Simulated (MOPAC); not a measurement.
MOPAC input (AM1):

```
AM1 FORCE THERMO(298,298) PRECISE LET UHF MS=0.5 GEO-OK AUX(PRECISION=9) THREADS=1
C5H9O

C     2.59173361 1    0.71236669 1   -0.31939231 1
C     1.45342403 1   -0.18423378 1    0.09723701 1
C     0.14498979 1    0.46334817 1   -0.01308833 1
C    -1.08474986 1   -0.29905970 1    0.11378291 1
O    -1.09665252 1   -1.53317757 1    0.27180126 1
C    -2.35194478 1    0.49372240 1    0.04056670 1
H     2.62186735 1    1.63428751 1    0.31018042 1
H     2.48187286 1    1.01985053 1   -1.38726079 1
H     3.56384977 1    0.17465453 1   -0.20527912 1
H     1.45460729 1   -1.12652584 1   -0.52025270 1
H     1.59654392 1   -0.51265297 1    1.16691736 1
H     0.08298654 1    1.54221151 1   -0.19176437 1
H    -2.41793809 1    1.00834142 1   -0.94887230 1
H    -2.36140778 1    1.26715373 1    0.84660533 1
H    -3.24086380 1   -0.17099245 1    0.16408868 1
```

Output:

```
 *******************************************************************************
 **                                                                           **
 **                              MOPAC v23.2.5                                **
 **                                                                           **
 *******************************************************************************
 ** MOPAC's Digital Object Identifier: https://doi.org/10.5281/zenodo.6511958 **
 **                                                                           **
 ** Please cite the open-source release paper for use of this MOPAC version:  **
 ** J. E. Moussa and J. J. P. Stewart (2026)                                  **
 ** MOPAC: An open-source semiempirical molecular orbital program             **
 ** J. Open Source Softw., 11(119), 8025, https://doi.org/10.21105/joss.08025 **
 *******************************************************************************

                              AM1 CALCULATION RESULTS

 *******************************************************************************
 *  AM1        - The AM1 Hamiltonian to be used
 *  GEO-OK     - OVERRIDE INTERATOMIC DISTANCE AND OTHER SAFETY CHECKS
 *  UHF        - UNRESTRICTED HARTREE-FOCK CALCULATION
 *  MS=        - IN MECI, MAGNETIC COMPONENT OF SPIN =  0.5
 *  LET        - OVERRIDE SOME SAFETY CHECKS
 *  PRECISE    - TIGHTER CRITERIA TO BE USED
 *  FORCE      - FORCE CALCULATION SPECIFIED
 *  AUX        - OUTPUT AUXILIARY INFORMATION
 *  THERMO     - THERMODYNAMIC QUANTITIES TO BE CALCULATED
 *******************************************************************************
AM1 FORCE THERMO(298,298) PRECISE LET UHF MS=0.5 GEO-OK AUX(PRECISION=9) THREADS=1
 C5H9O

   ATOM   CHEMICAL          X               Y               Z
  NUMBER   SYMBOL      (ANGSTROMS)     (ANGSTROMS)     (ANGSTROMS)

     1       C          2.59173361  *   0.71236669  *  -0.31939231  *
     2       C          1.45342403  *  -0.18423378  *   0.09723701  *
     3       C          0.14498979  *   0.46334817  *  -0.01308833  *
     4       C         -1.08474986  *  -0.29905970  *   0.11378291  *
     5       O         -1.09665252  *  -1.53317757  *   0.27180126  *
     6       C         -2.35194478  *   0.49372240  *   0.04056670  *
     7       H          2.62186735  *   1.63428751  *   0.31018042  *
     8       H          2.48187286  *   1.01985053  *  -1.38726079  *
     9       H          3.56384977  *   0.17465453  *  -0.20527912  *
    10       H          1.45460729  *  -1.12652584  *  -0.52025270  *
    11       H          1.59654392  *  -0.51265297  *   1.16691736  *
    12       H          0.08298654  *   1.54221151  *  -0.19176437  *
    13       H         -2.41793809  *   1.00834142  *  -0.94887230  *
    14       H         -2.36140778  *   1.26715373  *   0.84660533  *
    15       H         -3.24086380  *  -0.17099245  *   0.16408868  *

          CARTESIAN COORDINATES

    NO.       ATOM           X           Y           Z

     1         C          2.5917      0.7124     -0.3194
     2         C          1.4534     -0.1842      0.0972
     3         C          0.1450      0.4633     -0.0131
     4         C         -1.0847     -0.2991      0.1138
     5         O         -1.0967     -1.5332      0.2718
     6         C         -2.3519      0.4937      0.0406
     7         H          2.6219      1.6343      0.3102
     8         H          2.4819      1.0199     -1.3873
[...]
 REDUCED MASS        0.4801         C  4 -- C  6          +1.0% ( 10.3%)      0.0%
 EFFECTIVE MASS      1.4899
 FORCE CONSTANT      2.6622

 VIBRATION         36   36A           ATOM PAIR      ENERGY CONTRIBUTION    RADIAL
 FREQUENCY          3068.45         C  1 -- H  9         +47.2% ( 69.7%)     99.3%
 TRANSITION DIPOLE   0.1808         C  2 -- H 10         +18.1% ( 43.2%)     98.0%
 TRAVEL (Ang.)       0.2723         C  1 -- H  7         +13.3% ( 37.0%)     88.2%
 REDUCED MASS        0.2964         C  2 -- H 11         +12.0% ( 35.1%)     95.3%
 EFFECTIVE MASS      1.4114
 FORCE CONSTANT      1.6445

 VIBRATION         37   37A           ATOM PAIR      ENERGY CONTRIBUTION    RADIAL
 FREQUENCY          3155.07         C  6 -- H 15         +36.2% ( 58.0%)     96.8%
 TRANSITION DIPOLE   0.2126         C  6 -- H 14         +32.0% ( 54.5%)     96.2%
 TRAVEL (Ang.)       0.2553         C  6 -- H 13         +31.5% ( 54.1%)     96.1%
 REDUCED MASS        0.3280         C  4 -- C  6          +0.2% (  4.8%)     99.3%
 EFFECTIVE MASS      1.1257
 FORCE CONSTANT      1.9236

 VIBRATION         38   38A           ATOM PAIR      ENERGY CONTRIBUTION    RADIAL
 FREQUENCY          3157.34         C  1 -- H  9         +33.4% ( 55.7%)     96.5%
 TRANSITION DIPOLE   0.0277         C  1 -- H  8         +33.4% ( 55.7%)     96.5%
 TRAVEL (Ang.)       0.2566         C  1 -- H  7         +32.4% ( 54.9%)     96.3%
 REDUCED MASS        0.3243         C  1 -- C  2          +0.2% (  4.8%)     99.1%
 EFFECTIVE MASS      1.1296
 FORCE CONSTANT      1.9047

 VIBRATION         39   39A           ATOM PAIR      ENERGY CONTRIBUTION    RADIAL
 FREQUENCY          3202.37         C  3 -- H 12         +97.6% ( 99.7%)    100.0%
 TRANSITION DIPOLE   0.3447         C  3 -- C  4          +1.0% (  9.9%)     21.9%
 TRAVEL (Ang.)       0.1513         C  2 -- C  3          +1.0% (  9.9%)     25.4%
 REDUCED MASS        0.9192         C  2 -- H 10          +0.3% (  5.4%)     96.0%
 EFFECTIVE MASS      1.4228
 FORCE CONSTANT      5.5541

      SYMMETRY NUMBER FOR POINT-GROUP C1  =  1

          SYSTEM IS A GROUND STATE

 C5H9O

          MOLECULE IS NOT LINEAR

          THERE ARE 39 GENUINE VIBRATIONS IN THIS SYSTEM
          THIS THERMODYNAMICS CALCULATION IS LIMITED TO
          MOLECULES WHICH HAVE NO INTERNAL ROTATIONS

                    CALCULATED THERMODYNAMIC PROPERTIES
                                          *
   TEMP. (K)   PARTITION FUNCTION   H.O.F.    ENTHALPY  HEAT CAPACITY ENTROPY
                                   KCAL/MOL   CAL/MOLE    CAL/K/MOL  CAL/K/MOL

 298.00  VIB.     0.5462D+03                  3214.6713    19.6799    23.3126
         ROT.     0.1761D+06                   888.2803     2.9808    26.9834
         INT.     0.9616D+08                  4102.9516    22.6607    50.2961
         TRA.     0.7593D+27                  1480.4672     4.9680    39.2357
         TOT.                      -34.091    5583.4187    27.6287    89.5318

   *: NOTE: HEATS OF FORMATION ARE RELATIVE TO THE
            ELEMENTS IN THEIR STANDARD STATE AT 298K
              (=  Standard Enthalpy of Formation).

            Hvib:  Zero-point energy is not included.
                   frequencies of less than zero cm-1 are not included.
            Hrot = (3/2)RT
            Htra = (3/2)RT + pV = (5/2)RT

            Heat capacity is Cp, not Cv

          For more information, see: HTTP://OpenMOPAC.net/Manual/thermochemistry.html

           FORCE CONSTANT IN CARTESIAN COORDINATES (Millidynes/A)

    ATOM   CHEMICAL       X               Y               Z
   NUMBER   SYMBOL  FORCE CONSTANT  FORCE CONSTANT  FORCE CONSTANT

      1       C        8.828458        8.216361        8.042965
      2       C        9.474122        9.075171        7.327264
      3       C       10.530015       10.613432        1.977160
      4       C       12.314401       14.340792        3.501334
      5       O        7.251003        9.497100        1.019587
      6       C        8.471717        8.866590        7.703580
      7       H        1.370696        1.706379        3.678535
      8       H        1.360379        1.626862        3.768866
      9       H        1.332246        4.776697        0.654408
     10       H        1.285860        1.858675        3.426076
     11       H        1.246268        1.735839        3.485986
     12       H        2.518750        3.872602        0.327978
     13       H        1.689807        2.155255        2.826391
     14       H        0.846519        1.358481        4.473664
     15       H        5.208850        0.793850        0.769626

 **********************
 *                    *
 * JOB ENDED NORMALLY *
 *                    *
 **********************

 == MOPAC DONE ==
```
